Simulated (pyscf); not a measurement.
**H₂B–B=O (SMILES BB=O), singlet**

Gas-phase minimum from PySCF at ωB97X-D3(BJ)/def2-SVP, one conformer. 

SMILES: BB=O
```xyz
5

B      0.3922    -0.8188    -0.1593
B      1.2026     0.2810     0.8369
O      1.7792     1.0659     1.5476
H     -0.7545    -0.6232    -0.4699
H      0.9581    -1.8023    -0.5623
```

Bonds (Å): B1–B2 1.691, B1–H4 1.204, B1–H5 1.204, B2–O3 1.206. Angles (°): B2–B1–H4 120.2, B2–B1–H5 120.2, H4–B1–H5 119.6, B1–B2–O3 179.9.

Properties at ωB97X-D3(BJ)/def2-SVP:

* **Harmonic wavenumbers, unscaled**: 308, 323, 740, 778, 956, 1188, 2066, 2629, 2732 cm⁻¹
* **Zero-point energy**: 16.8 kcal/mol
* **Rotational symmetry number**: 2
* **Entropy of this conformer at 298 K and 1 atm, rigid rotor and harmonic oscillator, modes under 100 cm⁻¹ raised to 100**: 249.3 J/(mol K)
* **Dipole moment**: 2.89 D

Single-point totals, which compare only within one level (frozen core for MP2 and CC):

| level | total energy (hartree) |
|---|---|
| ωB97X-D3(BJ)/def2-TZVP | -126.23123 |
| PBE/def2-TZVP | -126.01334 |
| r²SCAN/def2-TZVP | -126.10482 |
| B3LYP-D3(BJ)/def2-TZVP | -126.19942 |
| PBE0-D3(BJ)/def2-TZVP | -126.02370 |
| M06-2X/def2-TZVP | -126.13182 |
| ωB97M-D3(BJ)/def2-TZVP | -126.22021 |
| HF/def2-TZVPP | -125.46262 |
| MP2/def2-TZVPP | -125.88007 |
| CCSD/def2-TZVPP | -125.89710 |
| CCSD(T)/def2-TZVPP | -125.91540 |

The CCSD(T) − MP2 part came from Ansatz, without density fitting, on the same reference.
